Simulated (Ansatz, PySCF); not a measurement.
Gas-phase reaction (SMILES): CO[Si](N)(N)N + Cl (HCl) -> N[Si](N)(N)Cl + CO (CH4O) [methanol]; hydrogen chloride cleaves one Si-O bond, a model of a ligand-exchange step.

Structures are relaxed separately at B3LYP-D3(BJ)/def2-TZVP in Ansatz (a quantum-chemistry and plane-wave program), one conformer each, not searched for the lowest. Correlated levels leave the core frozen unless marked. Spin-orbit coupling is left out. No relativistic terms. CBS(X,Y): correlation extrapolated as X^-3; Hartree-Fock from the larger set. [CCSD(T)-MP2]/basis is that difference in the basis named. Thermal terms are rigid-rotor harmonic-oscillator values from B3LYP-D3(BJ) frequencies (Ansatz or PySCF) at 298.15 K and 1 atm. 1 Eh = 627.5095 kcal/mol.

```json
[
 {"species": "CO[Si](N)(N)N", "E, RI-MP2/CBS(cc-pV(T+d)Z,cc-pV(Q+d)Z)+[CCSD(T)-MP2]/cc-pV(T+d)Z (Ansatz) (Eh)": "-571.97813", "E, PBE-D3(BJ)/def2-TZVPD (Ansatz + dftd3) (Eh)": "-572.29798", "H - E (Eh)": "0.13270", "G - E (Eh)": "0.08811"},
 {"species": "Cl (HCl)", "E, RI-MP2/CBS(cc-pV(T+d)Z,cc-pV(Q+d)Z)+[CCSD(T)-MP2]/cc-pV(T+d)Z (Ansatz) (Eh)": "-460.37804", "E, PBE-D3(BJ)/def2-TZVPD (Ansatz + dftd3) (Eh)": "-460.62865", "H - E (Eh)": "0.01000", "G - E (Eh)": "-0.01120"},
 {"species": "N[Si](N)(N)Cl", "E, RI-MP2/CBS(cc-pV(T+d)Z,cc-pV(Q+d)Z)+[CCSD(T)-MP2]/cc-pV(T+d)Z (Ansatz) (Eh)": "-916.73908", "E, PBE-D3(BJ)/def2-TZVPD (Ansatz + dftd3) (Eh)": "-917.29441", "H - E (Eh)": "0.08978", "G - E (Eh)": "0.04656"},
 {"species": "CO (CH4O)", "E, RI-MP2/CBS(cc-pV(T+d)Z,cc-pV(Q+d)Z)+[CCSD(T)-MP2]/cc-pV(T+d)Z (Ansatz) (Eh)": "-115.61425", "E, PBE-D3(BJ)/def2-TZVPD (Ansatz + dftd3) (Eh)": "-115.63404", "H - E (Eh)": "0.05533", "G - E (Eh)": "0.02827"}
]
```

Work out ΔE and ΔH, ΔG, ΔS and the equilibrium constant at 298.15 K at the first level, then ΔH at the second.


1. ΔE = [(-916.73908) + (-115.61425)] - [(-571.97813) + (-460.37804)] = 0.00284 Eh = 1.8 kcal/mol at RI-MP2/CBS(cc-pV(T+d)Z,cc-pV(Q+d)Z)+[CCSD(T)-MP2]/cc-pV(T+d)Z.
2. The terms H - E add up to 0.00241 Eh, so ΔH = (0.00284 + (0.00241))×627.5095 = 3.3 kcal/mol.
3. The terms G - E add up to -0.00208 Eh, so ΔG = 0.5 kcal/mol, and ΔS = (0.00241 - (-0.00208))×627509.5/298.15 = 9.5 cal/(mol K).
4. log10 K = -ΔG/(RT ln 10) = -0.4, with RT ln 10 = 1.3642 kcal/mol.
5. At PBE-D3(BJ)/def2-TZVPD the same steps give ΔE = -1.1 and ΔH = 0.4 kcal/mol, a shift of -2.9 from the first level.
6. With ΔG under 1 kcal/mol in size, these levels don't settle on which side the equilibrium lies.
7. These values are not checked against measurement here, since the tables used lack a sound gas-phase enthalpy of formation for at least one species.
